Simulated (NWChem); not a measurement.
System: MgGeH₃I; SMILES [GeH3][Mg][I]

Input file for NWChem:

```
start job
memory heap 200 mb stack 900 mb global 1100 mb
geometry units angstroms noautosym nocenter noautoz
  Mg     0.115564     0.335717    -0.000166
  I      0.547717    -2.198223     0.000055
  Ge    -0.317260     2.873220    -0.000388
  H     -1.229145     3.322827     1.165154
  H      0.985081     3.696819     0.130630
  H     -1.004762     3.360452    -1.297272
end
basis spherical
  * library def2-svpd
end
ecp
  I library def2-ecp
end
dft
  xc xpbe96 cpbe96
  iterations 150
end
tddft
  cis
  nroots 6
  notriplet
end
task tddft energy
```

Geometry: optimised at PBE0/def2-SVP. No frequency run checked for a minimum. def2 effective core potentials on I; no spin-orbit coupling.

Vertical excitations in the gas phase.

Problem. What results follow from this input? (PBE/def2-SVPD with def2 effective core potentials on I, TDA.) Quantities: lowest excitation, singlet (eV); oscillator strength of that lowest state; lowest state with f > 0.02, singlet (eV); oscillator strength of that bright state; orbital gap (eV).

Solution. lowest excitation, singlet (eV): 4.40
oscillator strength of that lowest state: 0.023
lowest state with f > 0.02, singlet (eV): 4.40
oscillator strength of that bright state: 0.023
orbital gap (eV): 4.32
